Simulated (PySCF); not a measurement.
**Partial charges of `C#C[SiH2]C[SiH2]F`**

C₃H₇FSi₂.
Numbering: `[CH:1]#[C:2][SiH2:3][CH2:4][SiH2:5][F:6]` (hydrogens: H7 on C1; H8, H9 on Si3; H10, H11 on C4; H12, H13 on Si5)

Cartesian coordinates in Å at the GFN2-xTB level; atoms count from 1:
```
atom  x, y, z in Å
C1     2.8793    0.4827    0.5693
C2     1.9793   -0.0314   -0.0399
Si3    0.6007   -0.8200   -0.9926
C4    -0.9572    0.2580   -0.7636
Si5   -1.6125    0.3530    1.0067
F6    -1.8872   -1.1608    1.4946
H7     3.6684    0.9304    1.1031
H8     0.9840   -0.8332   -2.4131
H9     0.3865   -2.1822   -0.4969
H10   -1.7425   -0.1328   -1.4128
H11   -0.7449    1.2664   -1.1189
H12   -0.6382    0.8777    1.9506
H13   -2.9201    0.9926    1.0957
```

Density: PBE0/pcSseg-1 (PySCF); schemes: Mulliken, IAO, Hirshfeld and ESP-fitted. Geometry: GFN2-xTB, one conformer, isolated molecule.

**Question.** Tabulate the Mulliken, IAO, Hirshfeld and ESP-fitted charges.

**Answer.** In e:

```tsv
atom	environment	Mulliken	IAO	Hirshfeld	ESP-fitted
C1	terminal alkyne carbon	-0.195	-0.187	-0.083	-0.302
C2	alkyne carbon	-0.183	-0.331	-0.155	-0.228
Si3	SiH2 silicon	+0.690	+0.785	+0.365	+0.593
C4	sp3 carbon bound to silicon	-0.884	-0.855	-0.247	-0.556
Si5	fluorine-bound silicon	+0.943	+1.097	+0.427	+0.732
F6	silicon-bound fluorine	-0.440	-0.546	-0.212	-0.332
H7	alkyne hydrogen	+0.064	+0.203	+0.099	+0.292
H8	Si–H hydrogen	-0.074	-0.112	-0.072	-0.122
H9	Si–H hydrogen	-0.049	-0.107	-0.065	-0.098
H10	methylene hydrogen	+0.178	+0.169	+0.048	+0.148
H11	methylene hydrogen	+0.177	+0.172	+0.048	+0.144
H12	Si–H hydrogen	-0.110	-0.143	-0.076	-0.126
H13	Si–H hydrogen	-0.118	-0.145	-0.078	-0.145
```

Mean size of the charges over all atoms: IAO 0.373 e, Mulliken 0.316 e, ESP-fitted 0.294 e, Hirshfeld 0.152 e. Each set sums to the total charge, 0, to within 0.001 e. The ESP scheme is a least-squares fit of atom-centred charges to the potential on four shells outside the van der Waals surface, with the total charge fixed.

Lowest charge. All schemes agree: Mulliken C4 (-0.884); IAO C4 (-0.855); Hirshfeld C4 (-0.247); ESP-fitted C4 (-0.556).

Highest charge. All schemes agree: Mulliken Si5 (+0.943); IAO Si5 (+1.097); Hirshfeld Si5 (+0.427); ESP-fitted Si5 (+0.732).

**Question.** How closely do the schemes follow one another over all atoms?

**Answer.** Correlation coefficient and root-mean-square difference: Mulliken with IAO 0.99, 0.084 e; IAO with Hirshfeld 0.98, 0.304 e; IAO with ESP-fitted 0.98, 0.161 e; Hirshfeld with ESP-fitted 0.98, 0.170 e; Mulliken with ESP-fitted 0.96, 0.138 e; Mulliken with Hirshfeld 0.96, 0.260 e.

**Question.** Sum the charges by element, for elements with more than one atom.

**Answer.** 
```json
{"element": "C", "atoms": "3", "Mulliken": "-1.262", "IAO": "-1.373", "Hirshfeld": "-0.485", "ESP-fitted": "-1.086"}
{"element": "Si", "atoms": "2", "Mulliken": "+1.633", "IAO": "+1.881", "Hirshfeld": "+0.793", "ESP-fitted": "+1.325"}
{"element": "H", "atoms": "7", "Mulliken": "+0.069", "IAO": "+0.038", "Hirshfeld": "-0.096", "ESP-fitted": "+0.092"}
```

**Question.** How many electrons does the IAO scheme count on F6?

**Answer.** Z − q = 9 − (-0.546) = 9.546.
